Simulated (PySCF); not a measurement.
Species: C3H4Cl2OSi.
Bonds: C1–C2, C2–C3 (double), C3–O4 (double), C2–Si5, Si5–Cl6, Si5–Cl7. Hydrogens: H8, H9, H10 on C1; H11 on Si5.

Computed with PBE0-D3(BJ)/def2-SVP geometry optimisation, gas phase in PySCF 2.14.0.

Give the optimised bond lengths and angles.

```tsv
bond	length (pm)	order
C1–C2	151.4	single
C2=C3	131.8	double
C3=O4	116.0	double
C2–Si5	183.8	single
Si5–Cl6, Si5–Cl7	206.2	single
C1–H8, C1–H9, C1–H10	110.0	single
Si5–H11	148.1	single
```

Bonds in one row agree within 1 pm and their mean is given. Orders are formal, as drawn. A selection of angles:
```tsv
angle	degrees
C2–C1–H8	110.3
C2–C1–H9	111.8
H8–C1–H9	108.2
C1–C2–C3	124.3
C1–C2–Si5	120.9
C3–C2–Si5	114.8
C2–C3–O4	177.7
C2–Si5–Cl6	109.4
C2–Si5–H11	112.2
Cl6–Si5–Cl7	107.1
Cl6–Si5–H11	109.4
```

Dihedral angles: C1–C2–Si5–Cl6 60° (synclinal). The mirror-image conformer, all signs reversed, is as good.

The 2 C–C bonds span 1.318 Å (C2=C3, drawn double) to 1.514 Å (C1–C2, drawn single), a spread of 0.196 Å. Si5 (chlorine-bound silicon) is tetrahedral (angles from 107.1° to 112.2°).

Point group: near Cs, missed by 0.12 Å at most; the miss may be what the optimiser left on a soft mode. No PBE0-D3(BJ)/def2-SVP frequencies stand behind this structure, so it isn't proved a minimum. One conformer, not necessarily the lowest.
